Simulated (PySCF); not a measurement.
## BBr₃: calculation against measurement

Isolated BBr₃, optimised in PySCF with density fitting and no spin–orbit coupling; def2 sets carry scalar-relativistic core potentials from Rb on. All levels below give a singlet of D3h symmetry: PBE0/def2-TZVP B–Br 1.897 Å (×3); B3LYP/def2-TZVP B–Br 1.909 Å (×3); PBE/def2-TZVP B–Br 1.910 Å (×3); B3LYP/def2-SVP B–Br 1.912 Å (×3).

Counting electrons, boron keeps none of its valence electrons outside its bonds, so the VSEPR class is AX3 and the expected shape is trigonal planar (D3h), as computed.

The measured mean polarisability is 11.351 Å³ (NIST CCCBDB Release 22 (SRD 101), experimental polarizabilities). What do the calculations give?

PBE0/def2-TZVP 10.66 Å³, B3LYP/def2-TZVP 10.79 Å³, PBE/def2-TZVP 11.12 Å³, B3LYP/def2-SVP 8.64 Å³. Basis sets without diffuse functions underestimate polarisabilities.
